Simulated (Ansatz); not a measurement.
B8P7H24⁻, a nanocrystal cut from zinc blende BP (hydrogen-capped) was relaxed with r2SCAN-D4 (def2-SVP) in Ansatz in these states: charge -1 singlet, neutral doublet. The geometries follow in no particular order.

A:

```tsv
atom	x (Å)	y (Å)	z (Å)
B1	-2.393	2.258	1.735
B2	3.257	0.942	-1.529
B3	0.361	1.639	-0.037
B4	-2.422	0.468	-1.015
B5	0.379	-0.184	-2.634
B6	-0.329	-1.644	0.093
B7	-3.070	-0.968	1.864
B8	2.580	-2.284	-1.403
P9	-0.450	2.133	1.658
P10	-3.115	0.686	0.809
P11	2.294	1.493	0.073
P12	2.277	-0.569	-2.307
P13	-1.242	-1.640	1.808
P14	1.502	-2.279	0.221
P15	-0.493	0.069	-0.882
H16	-2.739	2.326	2.904
H17	-2.650	3.255	1.076
H18	4.405	0.661	-1.224
H19	3.157	1.903	-2.278
H20	0.139	2.569	-0.795
H21	-2.548	1.522	-1.621
H22	-2.970	-0.489	-1.541
H23	0.284	0.863	-3.257
H24	-0.138	-1.148	-3.177
H25	-0.918	-2.461	-0.596
H26	-3.395	-0.801	3.029
H27	-3.717	-1.825	1.279
H28	3.749	-2.466	-1.101
H29	2.090	-3.177	-2.078
H30	0.134	3.351	2.109
H31	0.068	1.290	2.683
H32	-4.505	0.974	0.714
H33	2.822	2.724	0.558
H34	2.636	0.691	1.200
H35	2.906	-0.751	-3.570
H36	-0.411	-1.000	2.773
H37	-1.188	-2.952	2.360
H38	2.155	-1.600	1.290
H39	1.498	-3.579	0.806
```

B:

```xyz
39

B    -1.521    3.259   -0.705
B     1.613   -0.972    3.144
B     0.026    1.160    1.253
B     1.139    1.557   -1.735
B     2.568   -0.371    0.019
B    -0.303   -1.249   -1.125
B    -1.845    0.898   -3.037
B     1.291   -3.333    0.812
P    -1.611    2.134    0.873
P    -0.731    2.228   -2.155
P    -0.031    0.002    2.812
P     2.218   -1.752    1.467
P    -1.992   -0.650   -1.876
P    -0.412   -2.781    0.063
P     0.704    0.225   -0.326
H    -2.650    3.604   -1.013
H    -0.771    4.168   -0.402
H     1.396   -1.856    3.955
H     2.411   -0.128    3.507
H     0.866    2.006    1.500
H     1.771    2.479   -1.267
H     1.569    1.004   -2.724
H     3.217    0.528    0.509
H     3.015   -0.947   -0.948
H     0.371   -1.610   -2.072
H    -2.958    1.356   -3.232
H    -1.276    0.492   -4.032
H     1.089   -4.104    1.735
H     1.909   -3.804   -0.124
H    -1.961    2.900    2.015
H    -2.715    1.238    0.858
H    -0.405    3.177   -3.161
H    -0.391    0.779    3.944
H    -1.176   -0.840    2.748
H     3.557   -2.168    1.702
H    -2.950   -0.481   -0.839
H    -2.596   -1.735   -2.562
H    -1.410   -2.559    1.051
H    -1.024   -3.856   -0.633
```

Q: Judge from the bond lengths which geometry belongs to which state (an estimate).

A: A is the charge -1 singlet (B5–P12 1.964 Å, B4–P10 1.964 Å, B3–P15 1.978 Å); B is the neutral doublet (B5–P12 2.031 Å, B4–P10 2.031 Å, B3–P15 1.956 Å).
